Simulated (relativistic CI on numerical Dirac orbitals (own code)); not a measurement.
**Radial parameters of Cd³²⁺**

Method of calculation: Dirac-Coulomb-Breit CI, KLI orbitals optimised for each configuration, QED by a radiative potential, unscaled Slater integrals (own radial code, finite nucleus).

Slater integrals F^k, G^k are unscaled and averaged over j, outside the closed core [Ne]; ζ comes from projecting the Hamiltonian with its Breit term on Σ l·s of the shell.

- 3s2 3p4: F^2(3p,3p) = 317470, ζ(3p) = 243850 cm⁻¹; <r>(3p) = 0.3121, <r^2>(3p) = 0.1123 (bohr units).
- 3s 3p5: G^1(3s,3p) = 400960, ζ(3p) = 243720 cm⁻¹; <r>(3s) = 0.3214, <r^2>(3s) = 0.1176, <r>(3p) = 0.3123, <r^2>(3p) = 0.1125 (bohr units).
- 3s2 3p3 3d: F^2(3p,3p) = 317120, ζ(3p) = 243500, F^2(3p,3d) = 318640, G^1(3p,3d) = 337250, G^3(3p,3d) = 226390, ζ(3d) = 31439 cm⁻¹; <r>(3p) = 0.3124, <r^2>(3p) = 0.1126, <r>(3d) = 0.2772, <r^2>(3d) = 0.08884 (bohr units).

Averages of the first 10 configurations, taken without configuration mixing, which lowers the lowest level and can move excited configurations by several eV; other configurations of the list can lie among them:

```csv
Configuration,Parity,States,Average energy above the lowest level (eV)
3s2 3p4,even,15,39.3
3s 3p5,odd,12,176.2
3s2 3p3 3d,odd,200,199.1
3p6,even,1,326.9
3s 3p4 3d,even,300,330.1
3p5 3d,odd,60,474.9
3s 3p3 3d2,odd,1800,489.2
3s2 3p2 3d 4p,odd,900,1151.9
3p5 4s,odd,12,1219.0
3s 3p3 3d 4s,odd,800,1225.7
```
